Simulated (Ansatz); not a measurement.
In(PH3)F3 (InPH₃F₃). Charge 0, multiplicity 1. Geometry r2SCAN-D4/def2-SVP, basis def2-TZVP, Ansatz.

```xyz
8

In   -1.120    0.723   -0.720
P     0.902   -0.584    0.579
H     1.191   -1.916    0.194
H     0.786   -0.758    1.980
H     2.202   -0.027    0.513
F    -2.554   -0.559   -0.351
F    -0.331    0.737   -2.512
F    -1.076    2.384    0.317
```

```json
{"run": "A", "HOMO (eV)": "-10.02", "LUMO (eV)": "-1.89"}
{"run": "B", "HOMO (eV)": "-13.13", "LUMO (eV)": "1.44"}
{"run": "C", "HOMO (eV)": "-9.52", "LUMO (eV)": "-2.43"}
{"run": "D", "HOMO (eV)": "-8.14", "LUMO (eV)": "-3.00"}
{"run": "E", "HOMO (eV)": "-8.53", "LUMO (eV)": "-2.72"}
{"run": "F", "HOMO (eV)": "-9.35", "LUMO (eV)": "-2.42"}
```

In the def2 sets In takes a core potential; there is no spin–orbit coupling. B3LYP takes the VWN-RPA correlation. HSE06 is defined as in plane-wave codes, on full-range PBE exchange.

The runs used B3LYP, HF, HSE06, PBE, r2SCAN, r2SCAN0. Estimate which is which.

A r2SCAN0 (25 % exact exchange); B HF (100 % exact exchange); C B3LYP (20 % exact exchange); D PBE (0 % exact exchange); E r2SCAN (0 % exact exchange); F HSE06 (range-separated). Exact exchange lowers occupied and raises empty levels; among semilocal functionals meta-GGAs tend to open the gap a little, and such runs are hard to tell apart. The gap grows from 5.14 eV (PBE) to 14.58 eV (HF).
